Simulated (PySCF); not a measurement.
## Spin states and ions at one geometry of [Lu(H2O)3]3+

PySCF 2.14.0, RKS B3LYP, Lu def2-SVP with ECP28, O def2-SVP, H def2-SVP; non-relativistic Hamiltonian with scalar-relativistic core potentials where named; density fitting; no spin-orbit coupling; singlets restricted, open shells unrestricted. The geometry is relaxed for charge +3, singlet, vacuum:

```xyz
10

Lu    0.0000    0.0000    0.0000
O     2.1601    0.0000    0.0000
H     2.7777   -0.7398    0.2431
H     2.7777    0.7397   -0.2431
O    -1.0800    1.8707    0.0000
H    -0.7482    2.7755    0.2431
H    -2.0295    2.0357   -0.2431
O    -1.0801   -1.8707    0.0000
H    -2.0295   -2.0357    0.2431
H    -0.7482   -2.7755   -0.2431
```

Energies count from the relaxed state; an electron taken off or put on is at rest in vacuum. Charges and spins are Mulliken's.

```csv
state,energy (eV),spin squared,charge on Lu1 (e),spin on Lu1 (e),dipole about the centre of mass (D)
"charge +3, singlet, vacuum",0.00,0.00,1.95,0.00,0.00
"charge +3, triplet, vacuum",6.85,2.01,1.34,0.96,0.00
"charge +4, doublet, vacuum",27.84,0.76,2.14,-0.06,0.00
```

Problem. What does the state charge +2, doublet, vacuum give?

Solution. energy (eV) -15.48, spin squared 0.75, charge on Lu1 (e) 1.15, spin on Lu1 (e) 0.99, dipole about the centre of mass (D) 0.00.

With an electron taken off (doublet) the charges change, summed by element, by Lu +0.19 e, O +0.50 e, H +0.31 e. The vertical ionisation energy is 27.84 eV, against −ε(HOMO) = 25.47 eV of the relaxed state. The level lies 2.4 eV too high, as is usual for semilocal functionals and global hybrids, which keep a self-interaction error.

With an electron put on (doublet) the charges change, summed by element, by Lu -0.79 e, O +0.06 e, H -0.27 e. The vertical electron affinity is 15.48 eV, against −ε(LUMO) = 17.85 eV of the relaxed state.

Open shells may have lower solutions than those found.

A frequency check found unstable modes (1, the lowest at -29 cm⁻¹), so the relaxed geometry is a saddle point, or these are noise.
